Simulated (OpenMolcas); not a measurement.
## 5s² 5p along the 49-electron sequence

```
Program             : OpenMolcas 26.06
Method              : SS-CASPT2, IPEA 0.25 Eh, imaginary shift 0.1 Eh
Basis               : ANO-RCC-VTZP
Scalar Hamiltonian  : DKH2, point nucleus
Spin-orbit coupling : RASSI with atomic mean-field integrals over the reference wave functions, term energies averaged over their components
```

Active space for each ion: 1 electron in 3 orbitals (5p); closed shells correlated by CASPT2: 4d 5s.

Computed levels in cm-1 above ²P°_1/2:

```csv
Level,Sb2+,Te3+,I4+,Xe5+
²P°_3/2,5873,8385,11312,14113
weight of ²P° in the lowest level (%),100,100,100,100
```

Measured, with the error of the calculation in %. Measured levels: Sb2+, Te3+ from Moore, Atomic Energy Levels, vol. III, NSRDS-NBS 35 (1971 reprint of NBS Circular 467, 1958); Xe5+ from Saloman, J. Phys. Chem. Ref. Data 33, 765 (2004).

```json
{"Level": "²P°_3/2", "Sb2+": "6576 (-10.7)", "Te3+": "9223 (-9.1)", "Xe5+": "15599 (-9.5)"}
```

The fine-structure level ²P°_3/2 changes by a factor of 2.4 from Sb2+ to Xe5+. Its fourth root runs 8.75, 9.57, 10.31, 10.90, with steps per unit of Z of 0.82, 0.74, 0.59; equal steps would mean a (Z - σ)^4 law with constant σ.

With one active electron, CASPT2 adds the correlation within the correlated inactive shells and between them and that electron, and leaves the splitting within a term as the reference gives it. Measured partners are found by configuration, term and J. A level has none where our copy of the source lacks it or the pairing is in doubt (some pairs that miss far off the trend of their configuration count as doubtful), and it then counts in no deviation. Only configurations of the active space appear.

° marks odd parity.
